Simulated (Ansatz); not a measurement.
`N/C(Cl)=[CH]/[AlH2]`, relaxed with RKS PBE0-D4/def2-TZVP in the Gaussian-basis code of Ansatz from a PBE-D4/def2-SVP geometry. The force threshold is 0.005 eV/Å; the program also tests the step.

The species carries charge 0 and has multiplicity 1.

Start:

```xyz
10

N    -1.271   -0.947   -1.352
C    -0.222   -0.555   -0.565
Cl    1.187   -1.583   -0.846
C    -0.178    0.496    0.307
Al    1.297    1.121    1.371
H    -1.255   -1.869   -1.785
H    -2.182   -0.524   -1.180
H    -1.143    1.036    0.382
H     1.026    2.393    2.311
H     2.742    0.432    1.356
```

Q: How much energy does the relaxation release, and in how many steps? (Best estimate.)

A: Computed: 0.05 eV, in 7 steps, 1 of them rejected.

Q: Which bonds change most? (Estimate.)

A: Ansatz gave: C2–Cl3 from 1.767 to 1.741 Å; C2–C4 from 1.367 to 1.344 Å; C4–H8 from 1.109 to 1.092 Å; Al5–H10 from 1.600 to 1.585 Å.

Q: Give the relaxed structure. (An estimate is asked.)

A: Computed: 
```xyz
10

N    -1.253   -0.924   -1.360
C    -0.216   -0.543   -0.565
Cl    1.173   -1.558   -0.836
C    -0.180    0.489    0.296
Al    1.284    1.107    1.359
H    -1.249   -1.854   -1.740
H    -2.154   -0.527   -1.153
H    -1.130    1.024    0.363
H     1.012    2.363    2.295
H     2.714    0.423    1.341
```
